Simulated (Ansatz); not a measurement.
## One elementary step

Start structure (Si₂H₇OF, closed shell), relaxed at PBE0-D4/def2-TZVP:

Si1  (-1.062, -0.012, 1.307)
F2  (0.196, -0.021, 2.288)
O3  (-0.673, 0.748, -0.064)
Si4  (0.139, 0.787, -1.488)
H5  (-2.141, 0.740, 1.977)
H6  (-1.416, -1.424, 1.038)
H7  (1.923, -1.443, 0.676)
H8  (1.913, -1.786, 0.013)
H9  (0.156, -0.567, -2.099)
H10  (1.530, 1.247, -1.259)
H11  (-0.564, 1.732, -2.388)
(Å)

The step: Si₂H₅OF ([F][SiH2][O][SiH3]) + H₂ → Si₂H₆O ([SiH3][O][SiH3]) + HF; bonds formed: Si1–H8, F2–H7; bonds broken: Si1–F2, H7–H8. Computed with Ansatz 0.2.0 (basis: def2-TZVPP and def2-QZVPP); correlated methods freeze the cores. Extrapolation: Hartree–Fock as exp(−7.88 √X), correlation as X^−2.97. Energies below are by CCSD(T) at an estimated basis limit (MP2 extrapolated from triple and quadruple zeta, plus CCSD(T) − MP2 in triple zeta).

**Question.** What are the electronic barrier and the energy of the step, from the start structure to the end structure? (To be estimated.)

**Answer.** The calculation gives: Barrier 62.94 kcal/mol; step energy 30.98 kcal/mol (uphill); reverse barrier, their difference, 31.96 kcal/mol. Barrier and step energy count from the start structure, the reverse barrier from the end structure.

The saddle point: One imaginary mode of 1073i cm⁻¹.
```json
{"pair": "Si1–H8", "start (Å)": "3.70", "saddle (Å)": "1.70", "end (Å)": "1.50"}
{"pair": "F2–H7", "start (Å)": "2.76", "saddle (Å)": "1.21", "end (Å)": "0.93"}
{"pair": "Si1–F2", "start (Å)": "1.59", "saddle (Å)": "1.98", "end (Å)": "3.33"}
{"pair": "H7–H8", "start (Å)": "0.75", "saddle (Å)": "0.97", "end (Å)": "1.75"}
```

Zero-point energy (harmonic, PBE0-D4): ZPE is 38.98 kcal/mol at the start and 40.57 kcal/mol at the saddle, so the barrier goes from 62.94 to 64.53 kcal/mol.

No T1 diagnostic of these runs exceeds 0.013.

Labels in which every atom is bracketed show which atoms are joined, not bond orders.

For scale, one of the runs: CCSD(T)/def2-TZVPP, 244 basis functions, launched by `ansatz run in.yaml --threads 4 --pin off --events-out ev --progress --plain --max-ram 9574MiB`. Hardware: 4 CPU threads of an Arm Neoverse V1, shared host. Wall time 120 s; peak host memory 4.7 GiB.
